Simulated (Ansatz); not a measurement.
Species: CH₃BCl, charge 0, doublet. CH3BCl (SMILES [CH2]BCl, doublet).
B3LYP-D3(BJ)/def2-TZVP minimum from Ansatz (an electronic-structure program):
```
B
H 1 1.1868
C 1 1.5157 2 123.64
H 3 1.0847 1 122.82 2 -180.00
H 3 1.0847 4 115.05 1 -180.00
Cl 1 1.7659 2 116.85 3 -180.00
```
Charge 0, spin multiplicity 2.

Total energies in cc-pV(D+d)Z, 17 correlated electrons, 7 frozen orbitals. Radicals and triplets start from unrestricted determinants; spin-orbit coupling is neglected. Correlated methods leave the cores frozen. No relativity.

```json
[
 {"method": "HF", "program": "Ansatz", "energy (Eh)": "-523.81437", "minus CCSDT(Q) (mEh)": "386.21"},
 {"method": "MP2", "program": "Ansatz", "energy (Eh)": "-524.14728", "minus CCSDT(Q) (mEh)": "53.30"},
 {"method": "CCSD", "program": "Ansatz", "energy (Eh)": "-524.18924", "minus CCSDT(Q) (mEh)": "11.34"},
 {"method": "CCSD(T)", "program": "Ansatz", "energy (Eh)": "-524.19889", "minus CCSDT(Q) (mEh)": "1.68"},
 {"method": "CCSDT(Q)", "program": "Ansatz", "energy (Eh)": "-524.20058", "minus CCSDT(Q) (mEh)": "0.00"}
]
```

Rough core times of Ansatz's runs on a shared machine: CCSD(T) under 20 s, CCSDT(Q) 8 min.
